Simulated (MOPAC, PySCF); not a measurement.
System: InCl2 (charge +1, singlet). SMILES: [Cl][In+][Cl]
Geometry from a B3LYP-D3(BJ)/def2-TZVP (Ansatz) optimisation:
```xyz
3

In     0.0000     0.0000     0.0000
Cl     0.0000     0.0000     2.2242
Cl     0.0000     0.0000    -2.2242
```
Charge +1, spin multiplicity 1.

Unscaled harmonic wavenumbers (cm⁻¹) in rising order, each level at the stationary point that it reaches from this structure (no distance between atoms moves by over 0.3 Å); the order of modes can differ between levels, and a negative number is imaginary. B3LYP-D3(BJ)/def2-TZVP (PySCF, at the structure above): 89, 89, 368, 484.

AM1 (MOPAC): 80, 80, 315, 396. Zero-point energy 1.2 against 1.5 kcal/mol.

PM3 (MOPAC): 68, 68, 293, 389. Zero-point energy 1.2 against 1.5 kcal/mol.

PM6 (MOPAC): 78, 78, 392, 504. Zero-point energy 1.5 against 1.5 kcal/mol.
